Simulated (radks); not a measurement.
Q: These are the eigenvalues of the occupied orbitals of an atom or ion with whole-number occupations (eV). All-electron calculation, scalar-relativistic Kohn-Sham, OLYP, spin-polarised, spherical densities, point nucleus. Program: a radial shooting solver on a logarithmic mesh with Libxc functionals.

| orbital | eigenvalue |
|---|---|
| 1s up | -3539.071 |
| 1s down | -3538.782 |
| 2s up | -370.9241 |
| 2s down | -370.7129 |
| 2p up | -297.7125 |
| 2p down | -297.3411 |
| 3s up | -50.4363 |
| 3s down | -48.9113 |
| 3p up | -33.2183 |
| 3p down | -31.8356 |
| 4p up | -6.4586 |

Which element is it, and in what charge state? The configuration may be excited. Open shells, if any, are filled with parallel spins first.

A: Z = 19, potassium, charge +1: K+ in [Ne] 3s2 3p5 4p1. The list shows which subshells hold electrons but not how many an open one holds; the 1s level, -130.06 hartree, gives Z - s = 16.1 by -(Z - s)^2/2, which with screening and relativity narrows Z to a few neighbours, and the depths of the outer levels then fix element, charge and occupations together.
